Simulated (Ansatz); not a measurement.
The cluster Li₄Se₂⁺. Charge 1, multiplicity 2. Geometry PBE-D4/def2-SVP.

Cartesian coordinates in Å:
```
Li 0.184 -1.702 -1.030
Li -0.210 2.532 -2.075
Li 1.594 0.224 1.185
Li -1.648 -0.088 1.127
Se 0.139 -1.708 1.397
Se -0.059 0.740 -0.603
```

The 6-31G sets use Cartesian d functions. B3LYP takes the VWN-RPA correlation. HSE06 is defined as in plane-wave codes, on full-range PBE exchange. The structure comes from a short search, and lower isomers may exist.

(1) Estimate the α-spin orbital energies around the gap (eV) in Ansatz with r2SCANh-D4/def2-TZVP, B3LYP-D4/6-31G, PBE0-D4/def2-TZVP, HSE06-D4/def2-TZVP, ωB97X-V/def2-TZVP.

Answers

(1) 
```json
{"orbital": "HOMO−9", "r2SCANh-D4/def2-TZVP": "-57.47", "B3LYP-D4/6-31G": "-57.47", "PBE0-D4/def2-TZVP": "-58.51", "HSE06-D4/def2-TZVP": "-58.08", "ωB97X-V/def2-TZVP": "-60.97"}
{"orbital": "HOMO−8", "r2SCANh-D4/def2-TZVP": "-57.47", "B3LYP-D4/6-31G": "-57.47", "PBE0-D4/def2-TZVP": "-58.51", "HSE06-D4/def2-TZVP": "-58.08", "ωB97X-V/def2-TZVP": "-60.97"}
{"orbital": "HOMO−7", "r2SCANh-D4/def2-TZVP": "-20.55", "B3LYP-D4/6-31G": "-20.95", "PBE0-D4/def2-TZVP": "-21.24", "HSE06-D4/def2-TZVP": "-20.82", "ωB97X-V/def2-TZVP": "-24.18"}
{"orbital": "HOMO−6", "r2SCANh-D4/def2-TZVP": "-19.73", "B3LYP-D4/6-31G": "-20.07", "PBE0-D4/def2-TZVP": "-20.41", "HSE06-D4/def2-TZVP": "-19.98", "ωB97X-V/def2-TZVP": "-23.21"}
{"orbital": "HOMO−5", "r2SCANh-D4/def2-TZVP": "-11.62", "B3LYP-D4/6-31G": "-11.88", "PBE0-D4/def2-TZVP": "-12.15", "HSE06-D4/def2-TZVP": "-11.74", "ωB97X-V/def2-TZVP": "-14.49"}
{"orbital": "HOMO−4", "r2SCANh-D4/def2-TZVP": "-10.14", "B3LYP-D4/6-31G": "-10.46", "PBE0-D4/def2-TZVP": "-10.63", "HSE06-D4/def2-TZVP": "-10.24", "ωB97X-V/def2-TZVP": "-12.91"}
{"orbital": "HOMO−3", "r2SCANh-D4/def2-TZVP": "-10.14", "B3LYP-D4/6-31G": "-10.46", "PBE0-D4/def2-TZVP": "-10.63", "HSE06-D4/def2-TZVP": "-10.24", "ωB97X-V/def2-TZVP": "-12.91"}
{"orbital": "HOMO−2", "r2SCANh-D4/def2-TZVP": "-9.38", "B3LYP-D4/6-31G": "-9.63", "PBE0-D4/def2-TZVP": "-9.85", "HSE06-D4/def2-TZVP": "-9.46", "ωB97X-V/def2-TZVP": "-12.00"}
{"orbital": "HOMO−1", "r2SCANh-D4/def2-TZVP": "-9.38", "B3LYP-D4/6-31G": "-9.63", "PBE0-D4/def2-TZVP": "-9.85", "HSE06-D4/def2-TZVP": "-9.46", "ωB97X-V/def2-TZVP": "-12.00"}
{"orbital": "HOMO", "r2SCANh-D4/def2-TZVP": "-8.96", "B3LYP-D4/6-31G": "-9.18", "PBE0-D4/def2-TZVP": "-9.40", "HSE06-D4/def2-TZVP": "-9.02", "ωB97X-V/def2-TZVP": "-11.47"}
{"orbital": "LUMO", "r2SCANh-D4/def2-TZVP": "-4.16", "B3LYP-D4/6-31G": "-4.76", "PBE0-D4/def2-TZVP": "-4.46", "HSE06-D4/def2-TZVP": "-4.77", "ωB97X-V/def2-TZVP": "-3.11"}
{"orbital": "LUMO+1", "r2SCANh-D4/def2-TZVP": "-3.58", "B3LYP-D4/6-31G": "-4.21", "PBE0-D4/def2-TZVP": "-3.91", "HSE06-D4/def2-TZVP": "-4.22", "ωB97X-V/def2-TZVP": "-2.58"}
{"orbital": "LUMO+2", "r2SCANh-D4/def2-TZVP": "-2.89", "B3LYP-D4/6-31G": "-3.45", "PBE0-D4/def2-TZVP": "-3.18", "HSE06-D4/def2-TZVP": "-3.48", "ωB97X-V/def2-TZVP": "-1.94"}
{"orbital": "LUMO+3", "r2SCANh-D4/def2-TZVP": "-2.89", "B3LYP-D4/6-31G": "-3.45", "PBE0-D4/def2-TZVP": "-3.18", "HSE06-D4/def2-TZVP": "-3.48", "ωB97X-V/def2-TZVP": "-1.94"}
{"orbital": "LUMO+4", "r2SCANh-D4/def2-TZVP": "-2.67", "B3LYP-D4/6-31G": "-3.12", "PBE0-D4/def2-TZVP": "-2.88", "HSE06-D4/def2-TZVP": "-3.21", "ωB97X-V/def2-TZVP": "-1.29"}
{"orbital": "LUMO+5", "r2SCANh-D4/def2-TZVP": "-2.67", "B3LYP-D4/6-31G": "-3.12", "PBE0-D4/def2-TZVP": "-2.87", "HSE06-D4/def2-TZVP": "-3.21", "ωB97X-V/def2-TZVP": "-1.29"}
{"orbital": "β HOMO", "r2SCANh-D4/def2-TZVP": "-9.17", "B3LYP-D4/6-31G": "-9.42", "PBE0-D4/def2-TZVP": "-9.64", "HSE06-D4/def2-TZVP": "-9.25", "ωB97X-V/def2-TZVP": "-11.82"}
{"orbital": "β LUMO", "r2SCANh-D4/def2-TZVP": "-6.79", "B3LYP-D4/6-31G": "-6.88", "PBE0-D4/def2-TZVP": "-6.53", "HSE06-D4/def2-TZVP": "-6.90", "ωB97X-V/def2-TZVP": "-4.58"}
```
